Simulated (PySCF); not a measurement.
AlH₃, SMILES [AlH3].

Geometry optimised at ωB97X-D3(BJ)/def2-TZVPD. The isomer is the one that the SMILES or the coordinates give; other isomers of the formula were not compared.

These are TDA-ωB97X/def2-TZVPD in PySCF values and carry that method's errors.

Vertical excitations; the highest root listed may be one member of a degenerate set. The molecule is in vacuum. State labels are in the subgroup C2v.

| state | symmetry | energy (eV) | λ (nm) | f | main pairs |
|---|---|---|---|---|---|
| S1 | A2 | 5.52 | 225 | 0.000 | HOMO→LUMO (degenerate set) |
| S2 | B2 | 5.52 | 225 | 0.000 | HOMO−1→LUMO (degenerate set) |
| S3 | B1 | 8.34 | 149 | 0.000 | HOMO→LUMO+4 46 %, HOMO−1→LUMO+3 46 % |
| S4 | B1 | 8.53 | 145 | 0.243 | HOMO→LUMO+1, HOMO→LUMO+2 (degenerate set) |
| S5 | A1 | 8.53 | 145 | 0.243 | HOMO−1→LUMO+1, HOMO−1→LUMO+2 (degenerate set) |
| S6 | B1 | 8.90 | 139 | 0.026 | HOMO→LUMO+2, HOMO→LUMO+1, HOMO−1→LUMO+3, HOMO→LUMO+4 (degenerate set) |
| S7 | A1 | 8.90 | 139 | 0.026 | HOMO−1→LUMO+2, HOMO−1→LUMO+1, HOMO→LUMO+3, HOMO−1→LUMO+4 (degenerate set) |
| S8 | A1 | 9.38 | 132 | 0.000 | HOMO→LUMO+3 47 %, HOMO−1→LUMO+4 47 % |
| S9 | B1 | 9.64 | 129 | 0.832 | HOMO−1→LUMO+3, HOMO→LUMO+4, HOMO→LUMO+2 (degenerate set) |
| S10 | A1 | 9.64 | 129 | 0.832 | HOMO−1→LUMO+4, HOMO→LUMO+3, HOMO−1→LUMO+2 (degenerate set) |
| T1 | A2 | 5.16 | 240 | 0 | HOMO→LUMO 96 % |
| T2 | B2 | 5.16 | 240 | 0 | HOMO−1→LUMO 96 % |
| T3 | B1 | 7.67 | 162 | 0 | HOMO→LUMO+2, HOMO→LUMO+9 (degenerate set) |
| T4 | A1 | 7.67 | 162 | 0 | HOMO−1→LUMO+2, HOMO−1→LUMO+9 (degenerate set) |
Triplets are in the Tamm–Dancoff approximation.
